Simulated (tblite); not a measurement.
Compound: CH₁₁NSi₃.
Atom-mapped SMILES: `[NH2:1][Si@@H:2]([SiH3:3])[CH2:4][SiH3:5]` (hydrogens: H6, H7 on N1; H8 on Si2; H9, H10, H11 on Si3; H12, H13 on C4; H14, H15, H16 on Si5)

Computed with GFN2-xTB (tblite), gas phase: nudged elastic band of 9 images (0 to 8), spring 0.2 eV/Å², climbing image at the end, force threshold 0.05 eV/Å. The top image wasn't refined or checked by frequencies; at this threshold it can lie a kcal/mol or more above the true saddle point of the method.

The band describes a rotation about Si2–C4 (SiH silicon, sp3 carbon bound to silicon), followed by the dihedral Si3–Si2–C4–Si5, from the optimised start (69°) to a second optimised geometry at 178°.

**Question.** How does the energy change from image to image?

**Answer.** 
| image | dihedral (°) | E (eV) | Si2–C4 (Å) | Si3···Si5 (Å) | largest true force (eV/Å) |
| --- | --- | --- | --- | --- | --- |
| 0 | 69 | 0.000 | 1.906 | 4.30 | 0.01 |
| 1 | 82 | 0.012 | 1.909 | 4.48 | 0.04 |
| 2 | 95 | 0.030 | 1.911 | 4.67 | 0.04 |
| 3 | 109 | 0.043 | 1.913 | 4.84 | 0.04 |
| 4 | 123 | 0.046 | 1.914 | 5.00 | 0.04 |
| 5 | 137 | 0.040 | 1.913 | 5.13 | 0.04 |
| 6 | 151 | 0.027 | 1.910 | 5.23 | 0.04 |
| 7 | 164 | 0.014 | 1.908 | 5.28 | 0.04 |
| 8 | 178 | 0.003 | 1.906 | 5.28 | 0.01 |

Barriers of this band. The top is image 4 at 123°: 0.046 eV forward and 0.043 eV back; the end lies 0.003 eV above the start. The central bond is 0.008 Å longer at the top than at the start.

**Question.** What rate follows at 298 K for crossing this barrier forward?

**Answer.** Taking the electronic barrier for the free energy of activation (no zero-point or entropy terms, transmission 1), rate = (kT/h)·exp(−ΔE/kT) ≈ 1 × 10^12 s⁻¹, whose inverse is 1 × 10^-12 s. An error of 1 kcal/mol in the barrier changes this by a factor of 5, and the method and the loose band can each miss by that much or more. The barrier is only 1.8 kT, where transition-state theory is rough.

The cost below is that of the whole band run. On Arm Neoverse V1, one thread, no GPU, on a shared host, this took 3.1 s wall and 0.18 GiB of memory at its peak.
